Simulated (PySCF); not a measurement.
Si(Br)(Me)(vinyl)(NH2) (C₃H₈BrNSi), SMILES C=C[Si](C)(N)Br. Atoms are numbered in the order given.

```xyz
14

C      2.4226     1.4652    -1.0004
C      1.4521     0.5725    -1.2364
Si    -0.1931     0.5905    -0.3635
C     -0.3652     1.9547     0.9004
N     -1.4502     0.7159    -1.5396
Br    -0.3005    -1.3805     0.7930
H      2.3013     2.2772    -0.2748
H      3.3881     1.4284    -1.5173
H      1.6451    -0.2248    -1.9669
H     -1.3478     1.8976     1.3944
H     -0.2762     2.9405     0.4169
H      0.4064     1.8646     1.6797
H     -2.4159     0.7535    -1.2227
H     -1.3854     0.1487    -2.3810
```

Coordinates come from a B3LYP-D3(BJ)/def2-SVP optimisation. One conformer was computed; it need not be the lowest.

Level of theory: M06-2X/def2-TZVP run with PySCF.

Gas-phase values at a fixed geometry.

| Quantity | Result |
|---|---|
| total energy | -3037.63278 hartree |
| highest occupied level | -8.81 eV |
| lowest empty level | 0.22 eV |
| orbital gap | 9.03 eV |
| dipole moment | 0.444 e·Å |
| quadrupole, principal values (traceless, Buckingham form, about the centre of nuclear charge) | -9.96, 3.56, 6.40 D·Å |
| mean static polarisability | 87.2 bohr³ (12.93 Å³) |
| polarisability, principal values | 78.2, 81.8, 101.8 bohr³ |
